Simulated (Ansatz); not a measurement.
C5H5F3, SMILES `FC1=CC[C@H](F)[C@H]1F`, relaxed with RKS PBE0-D4/def2-TZVP in the Gaussian-basis code of Ansatz from a PBE-D4/def2-SVP geometry. The force threshold is 0.005 eV/Å; the program also tests the step.

Charge 0, multiplicity 1.

Start:

```xyz
13

F    -0.281   -2.190   -1.485
C    -0.217   -1.046   -0.798
C    -0.791    0.126   -1.134
C    -0.505    1.166   -0.081
C     0.602    0.519    0.777
F     1.843    0.959    0.328
C     0.505   -0.999    0.518
F    -0.247   -1.623    1.516
H    -1.402    0.292   -2.032
H    -0.133    2.127   -0.492
H    -1.411    1.400    0.520
H     0.520    0.734    1.864
H     1.515   -1.465    0.499
```

Q: By how much does the energy fall, and how many steps does the optimiser take? (An estimate is asked.)

A: The calculation gave: 7.00 kJ/mol, in 11 steps, 1 of them rejected.

Q: Which bonds change most? (An estimate is asked.)

A: The calculation gave: C2–C3 from 1.347 to 1.324 Å; C5–H12 from 1.111 to 1.092 Å; C4–H11 from 1.113 to 1.095 Å; C7–H13 from 1.112 to 1.094 Å.

Q: Give the relaxed structure. (Estimate.)

A: The calculation gave: 
```xyz
13

F    -0.384   -2.195   -1.417
C    -0.269   -1.044   -0.768
C    -0.823    0.110   -1.108
C    -0.468    1.177   -0.122
C     0.552    0.507    0.806
F     1.814    1.014    0.551
C     0.542   -0.987    0.477
F    -0.064   -1.713    1.492
H    -1.455    0.262   -1.973
H    -0.002    2.049   -0.588
H    -1.346    1.536    0.424
H     0.344    0.657    1.868
H     1.559   -1.373    0.361
```
